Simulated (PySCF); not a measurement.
**Correlation energy of Fe⁺ (iron, charge +1)**

[Ar] 3d6 4s1, high-spin 6D determinant. Calculation: PySCF 2.14, in cc-pVTZ; the non-relativistic Hamiltonian (point nucleus). Frozen: [Ar]; 7 electrons correlated.

MP2 pair energies summed by pair of shells (mhartree):

```
 pair   energy  share (%)
3d-3d  -126.57       87.9
3d-4s   -17.38       12.1
```

Total MP2 correlation energy: -143.95 mhartree.

Same-spin part -86.05 and opposite-spin part -57.90 mhartree; SCS-MP2 scales them by 1/3 and 6/5 to -98.16 mhartree.
